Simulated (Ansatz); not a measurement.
Calculated with Ansatz (gas phase, PBE0-D4/def2-TZVP geometries, no zero-point term in ΔE). CBS: MP2 limit from def2 TZ/QZ plus the TZ coupled-cluster correction, frozen cores. One conformer a species, not always the lowest.

Consider the ligand exchange at a B–C bond: `C=C([SiH3])BC` + `CCS` → `CBSCC` + `C=C[SiH3]`.

```
        species  CCSD(T)/CBS(def2) energy (Eh)
`C=C([SiH3])BC`                     -433.42180
          `CCS`                     -477.49091
        `CBSCC`                     -542.18088
    `C=C[SiH3]`                     -368.76077
```

(1) Work out ΔE.

Largest T1 diagnostic among the species: 0.012.

## Answers

(1) ΔE = (-542.18088) + (-368.76077) − (-433.42180) − (-477.49091) = -0.02894 Eh = -18.2 kcal/mol.

The D4 term adds +0.9 kcal/mol with B3LYP and +0.5 kcal/mol with PBE0; it sums over pairs of atoms, weighted by their polarisabilities, and B3LYP, whose exchange is more repulsive, gets the larger term. In def2-TZVPP, CCSD(T) changes the Hartree–Fock value by −1.3 kcal/mol (the triples alone add −0.4 kcal/mol) and MP2 by −1.6 kcal/mol.

B3LYP here is the variant with VWN-RPA as its local correlation; programs differ in this.
